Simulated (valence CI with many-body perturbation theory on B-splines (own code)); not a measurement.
Level structure of Ba24+

Computed by relativistic CI+MBPT: four valence electrons over a frozen Dirac-Fock core [Ar] 3d10, radial functions for each j: 11 s, 11 p, 10 d, 8 f, 5 g, 2 h, with the one-electron correlation potential Σ1 (screened to all orders), the two-electron term Σ2, the three-electron term Σ3, Breit, model QED; selected single and double excitations, second order for the rest, scaled by the run's own slope (own B-spline code, finite nucleus).

No measured spectrum was set against this ion. As an estimate, levels hold to about 250 cm⁻¹ or 0.2 % of their energy and the worst to 1 %, as in measured heavy ions of charge 2 to 7; those with d or f electrons hold less well. Among the levels kept, up to 470 cm⁻¹ of a level comes from second order outside the variational space, and about a tenth of that is noise between levels of different J, which matters for small intervals.

Levels 46 to 90 of 182, with energies above the lowest level, (4s^2 4p1/2^2) J=0. "Leading %" is the weight of the configuration and term that name the level; weights of strongly mixed levels are sums over their largest components and can fall short. In the jj column 3d3/2^4 stands for four electrons in 3d with j = 3/2. Lifetimes count E1, E2, E3, M1 and M2 decay at the calculated energies, and are blank where another channel may lead or the interval is too uncertain; long ones can be off by a factor of two.

```tsv
No.	Configuration	Term	J	E (eV)	Leading %	Leading jj	Lifetime
46	4s4p²4d	⁵D	3	190.45	35	4s 4p1/2 4p3/2 4d5/2 (56 %)	7.29 ps
47	4s4p²4d	⁵P	1	190.75	66	4s 4p1/2 4p3/2 4d3/2 (78 %)	3.02 ps
48	4s4p²4d	³G	3	191.32	55	4s 4p1/2 4p3/2 4d3/2 (79 %)	24.4 ps
49	4s4p²4d	³P	2	191.44	43	4s 4p1/2 4p3/2 4d3/2 (41 %)	5.67 ps
50	4s4p²4d	³D	1	191.90	28	4s 4p1/2 4p3/2 4d5/2 (39 %)	5.20 ps
51	4s4p²4d	³G	4	195.28	26	4s 4p1/2 4p3/2 4d5/2 (45 %)	14.5 ps
52	4s4p²4d	³G	4	197.31	37	4s 4p1/2 4p3/2 4d5/2 (84 %)	30.2 ps
53	4s4p²4d	³D	1	197.56	74	4s 4p1/2 4p3/2 4d3/2 (78 %)	4.42 ps
54	4s4p²4d	³P	0	197.91	42	4p3/2^4 (46 %)	14.5 ps
55	4s4p²4d	³D	3	198.06	47	4s 4p1/2 4p3/2 4d5/2 (66 %)	7.03 ps
56	4s4p²4d	³D	3	198.71	43	4s 4p1/2 4p3/2 4d5/2 (65 %)	3.91 ps
57	4s4p²4d	³D	1	200.44	69	4s 4p1/2 4p3/2 4d5/2 (79 %)	7.57 ps
58	4s4p²4d	³F	2	201.64	45	4s 4p1/2 4p3/2 4d3/2 (60 %)	3.10 ps
59	4s4p²4d	³P	0	201.85	83	4s 4p1/2 4p3/2 4d3/2 (64 %)	3.59 ps
60	4s4p²4d	³F	2	203.44	36	4s 4p1/2 4p3/2 4d5/2 (47 %)	4.36 ps
61	4s4p²4d	³F	3	203.55	40	4s 4p1/2 4p3/2 4d5/2 (64 %)	5.15 ps
62	4s4p²4d	³P	0	203.66	39	4s 4p1/2 4p3/2 4d5/2 (51 %)	4.24 ps
63	4s4p²4d	³P	1	204.23	46	4s 4p1/2 4p3/2 4d5/2 (76 %)	4.29 ps
64	4s4p²4d	³D	2	204.71	63	4s 4p1/2 4p3/2 4d5/2 (69 %)	4.61 ps
65	4s4p²4d	³D	1	204.99	37	4s 4p3/2^2 4d3/2 (35 %)	2.83 ps
66	4s4p²4d	³F	4	205.11	50	4s 4p3/2^2 4d5/2 (78 %)	23.7 ps
67	4s4p²4d	³D	2	206.06	51	4s 4p1/2 4p3/2 4d5/2 (41 %)	3.09 ps
68	4s4p²4d	³G	5	206.68	65	4s 4p3/2^2 4d5/2 (85 %)	65.7 ps
69	4s4p²4d	³D	3	208.79	43	4s 4p3/2^2 4d3/2 (56 %)	2.96 ps
70	4s4p²4d	³P	2	209.69	31	4s 4p3/2^2 4d3/2 (44 %)	2.89 ps
71	4s4p²4d	³P	1	210.08	34	4s 4p3/2^2 4d3/2 (54 %)	3.48 ps
72	4s4p²4d	³F	4	213.59	68	4s 4p3/2^2 4d3/2 (70 %)	2.72 ps
73	4s4p²4d	³P	0	216.63	52	4s 4p3/2^2 4d5/2 (24 %)	2.58 ps
74	4s4p²4d	³D	3	217.09	40	4s 4p3/2^2 4d5/2 (70 %)	7.99 ps
75	4s4p²4d	³S	1	218.01	39	4s 4p3/2^2 4d5/2 (80 %)	4.61 ps
76	4s4p²4d	³F	4	219.12	49	4s 4p3/2^2 4d5/2 (67 %)	15.1 ps
77	4s4p²4d	³P	2	219.71	23	4s 4p3/2^2 4d5/2 (48 %)	3.63 ps
78	4s4p²4d	³D	3	220.16	35	4s 4p3/2^2 4d5/2 (46 %)	4.81 ps
79	4s4p²4d	³D	1	220.78	46	4s 4p3/2^2 4d3/2 (68 %)	2.44 ps
80	4s4p²4d	³D	2	221.66	20	4s 4p3/2^2 4d3/2 (49 %)	2.74 ps
81	4s4p²4d	³D	3	222.11	67	4s 4p3/2^2 4d5/2 (65 %)	5.49 ps
82	4s4p²4d	³D	1	222.39	66	4s 4p3/2^2 4d3/2 (67 %)	2.91 ps
83	4s²4p4f	³G	3	223.85	45	4s^2 4p1/2 4f5/2 (56 %)	3.35 ps
84	4s4p²4d	³D	2	224.05	41	4s 4p3/2^2 4d3/2 (34 %)	3.00 ps
85	4s²4p4f	³G	4	225.70	35	4s^2 4p1/2 4f7/2 (68 %)	5.67 ps
86	4s4p²4d	¹D	2	225.98	64	4s 4p3/2^2 4d5/2 (80 %)	10.4 ps
87	4s²4p4f	³F	3	226.46	30	4s^2 4p1/2 4f7/2 (60 %)	3.58 ps
88	4s²4p4f	³F	2	227.06	34	4s^2 4p1/2 4f5/2 (43 %)	3.08 ps
89	4s4p²4d	¹F	3	229.72	47	4s 4p3/2^2 4d3/2 (20 %)	2.30 ps
90	4s4p²4d	³P	1	232.09	48	4s 4p3/2^2 4d5/2 (63 %)	2.12 ps
```

Where two levels of one J and parity lie close, their mixing, g and order are uncertain.
